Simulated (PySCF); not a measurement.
Molecule: SMILES CCc1sncc1F, C5H6FNS.

Cartesian coordinates in Å; atom numbers follow the order of the lines, from 1:
```xyz
14

C    -2.0178   -0.5936    0.5855
C    -1.0955    0.2979   -0.2454
C     0.3374    0.0049    0.0238
S     1.0521   -1.5546   -0.1433
N     2.5394   -1.0754    0.3208
C     2.5632    0.1980    0.6035
C     1.3275    0.8536    0.4493
F     1.1377    2.1605    0.6903
H    -1.8463   -1.6410    0.3474
H    -3.0568   -0.3535    0.3762
H    -1.8358   -0.4454    1.6474
H    -1.2817    1.3497   -0.0163
H    -1.3036    0.1403   -1.3076
H     3.4796    0.6581    0.9263
```

Frames of a GFN2-xTB Langevin trajectory at 600 K; GIAO PBE0/pcSseg-1 shieldings in PySCF 2.14, gas phase, non-relativistic; equivalent atoms averaged within each frame.

References, each an isolated molecule treated in the same way: ¹³C (σ = 186.93 ppm), ¹H (σ = 31.72 ppm) vs TMS; ³³S (σ = 503.73 ppm) vs CS2; ¹⁵N (σ = 267.73 ppm) vs NH3; CFCl3 for ¹⁹F (σ = 170.95 ppm). The references are static minima.

How do the shifts (ppm) fluctuate along the trajectory?

Answers


```tsv
time (fs)	C7	C6	C3	C2	C1	S4	N5	F8	H14	H12/H13
optimised geometry	162.2	150.6	162.8	22.2	21.1	355	332.8	-164.5	8.28	2.97
250	164.7	153.4	147.8	24.6	21.4	362	293.3	-158.0	7.99	3.10
425	172.4	160.0	204.0	30.4	23.3	515	393.9	-139.0	8.57	3.04
625	164.3	141.5	167.7	16.6	16.2	356	303.3	-150.7	8.40	3.68
800	172.0	149.3	168.7	24.7	16.6	354	313.7	-142.5	7.89	4.48
1000	171.4	145.6	165.5	19.5	17.5	354	332.1	-122.9	8.18	2.15
mean of frames	169.0	149.9	170.7	23.2	19.0	388	327.3	-142.6	8.21	3.29
standard deviation	4.1	7.1	20.4	5.3	3.2	71	39.9	13.2	0.28	0.86
```

5 frames give an uncertainty of the mean of about the standard deviation over 2.2 at best, since frames this close in time may not be independent; classical motion lacks zero-point vibration, and the reference would need the same averaging.
